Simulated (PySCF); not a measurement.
**NMR problem set**

A single conformation, one averaged value for each set of equivalent atoms, no relativistic terms, isolated molecule. σ from GIAO-PBE0/pcSseg-1; geometry from PBE0-D3(BJ)/def2-SVP; PySCF.

Scale: ¹H (σref 31.27) and ¹³C (σref 184.41) against TMS (reference shieldings calculated alike). Where no couplings were computed, multiplicities follow the n + 1 count of equivalent neighbours, and m marks all less simple cases (inequivalent or close neighbours, rings, F or P nearby). Shifts are as computed. Against solution values, carbons near 30 ppm lie about +2 ppm off and those near 130 ppm about +5 ppm. Of 1211 compounds with measured shifts, 218 miss one by over three times the rms of a fit or turn the order of signals round; such compounds aren't used in these exercises.

(1) C$_{7}$H$_{16}$O$_{3}$. ¹H NMR (600 MHz, computed): δ 4.66 (s, 1H), 3.37 (q, 6H), 1.23 (t, 9H). ¹³C{¹H} NMR (computed): δ 117.2 (CH), 61.6 (CH2), 16.5 (CH3). Identify the compound.

(2) C$_{7}$H$_{10}$OSi. ¹H NMR (300 MHz, computed): δ 7.31 (d, 1H), 6.56 (d, 1H), 5.01 (s, 3H), 4.90 (m, 1H), 4.86 (m, 1H), 2.02 (s, 3H). ¹³C{¹H} NMR (computed): δ 156.1 (C), 154.0 (CH), 145.0 (CH), 139.1 (C), 128.3 (C), 100.3 (CH2), 17.7 (CH3). Identify the compound.

Answers

(1) SMILES CCOC(OCC)OCC. Rings plus π bonds: 0. 3 carbon signals for 7 carbons: some carbons are equivalent by symmetry or fast rotation. Carbon types of the structure: 1 × CH, 3 × CH2, 3 × CH3, which accounts for all hydrogens. δC 117.2: sp3 carbon bearing two oxygens; 3 electronegative neighbours deshield it. δC 61.6: sp3 CH2 bonded to O; the inductive effect lowers its shielding. δH 4.66: hydrogen on an sp3 carbon bearing two oxygens; its carbon carries O, an electronegative neighbour. δH 3.37: hydrogen on an sp3 CH2 bonded to O; its carbon carries O, which withdraws density.

The data come from this structure; uniqueness wasn't tested.

(2) `C=C1C=C/C1=C(/C)O[SiH3]`. Rings plus π bonds: 4 (1 ring in the answer). 7 carbon signals for 7 carbons: no two carbons are equivalent. Carbon types of the structure: 3 × C, 2 × CH, 1 × CH2, 1 × CH3, leaving 3 H on heteroatoms. δC 156.1: fully substituted alkene carbon; the olefinic region. δC 154.0, 145.0: alkene CH; as expected for a trigonal carbon in a double bond. δC 139.1: alkene carbon bearing oxygen; an sp2 carbon further deshielded by the attached heteroatom. δC 100.3: terminal =CH2 carbon; as expected for a trigonal carbon in a double bond.

The data come from this structure; uniqueness wasn't tested.
